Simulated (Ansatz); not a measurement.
`[CH3][AlH][SiH2]C` + `BN` → `[CH3][AlH][BH]N` + `C[SiH3]` at 700 K and 1 bar (formal exchange of groups at the Al–Si bond).

Calculated with Ansatz (gas phase, PBE0-D4/def2-TZVP geometries, no zero-point term in ΔE). CBS: MP2 limit from def2 TZ/QZ plus the TZ coupled-cluster correction, frozen cores. This one scheme is used for every species. One conformer a species, not always the lowest.

| species | CCSD(T)/CBS energy (Eh) | H − E (kJ/mol) | S (J/(mol·K)) |
| --- | --- | --- | --- |
| `[CH3][AlH][SiH2]C` | -612.61439 | 345.1 | 537.0 |
| `BN` | -81.93499 | 163.7 | 282.2 |
| `[CH3][AlH][BH]N` | -363.79724 | 295.2 | 471.6 |
| `C[SiH3]` | -330.73916 | 210.8 | 332.0 |

H − E and S are ideal-gas, rigid-rotor, harmonic terms from PBE0-D4/def2-TZVP, for one conformer and one mirror image of each species. 1 Eh = 2625.50 kJ/mol, R = 8.31446 J/(mol·K).

Problem. By hand: ΔE, ΔH, ΔS and ΔG.

Solution. ΔE = (-363.79724) + (-330.73916) − (-612.61439) − (-81.93499) = 0.01298 Eh = 34.1 kJ/mol. Δ(H − E) = 295.2 + 210.8 − 345.1 − 163.7 = -2.8, so ΔH = 31.3 kJ/mol. ΔS = 471.6 + 332.0 − 537.0 − 282.2 = -15.6 J/(mol·K). ΔG = 31.3 − 700 × (-15.6)/1000 = 42.2 kJ/mol.

Problem. By hand: the equilibrium constant, and the temperature at which ΔG would vanish if ΔH and ΔS stayed fixed.

Solution. log₁₀ K = −ΔG/(RT ln 10) = -3.1. ΔH and −TΔS have one sign here, so there is no such temperature.

TΔS isn't small against ΔH here. A doubt of 5 kJ/mol in ΔE shifts log₁₀ K by 0.4 here. Other conformers and mirror images would add mixing entropy, several J/(mol·K) or more a flexible species. Modes under 60 cm⁻¹, often nearly free rotors, make the harmonic entropy too high. These are equilibria of isolated gas molecules and say nothing of rates. Largest T1 diagnostic: 0.012 (customary marks: 0.02 for closed shells, 0.045 for open ones).
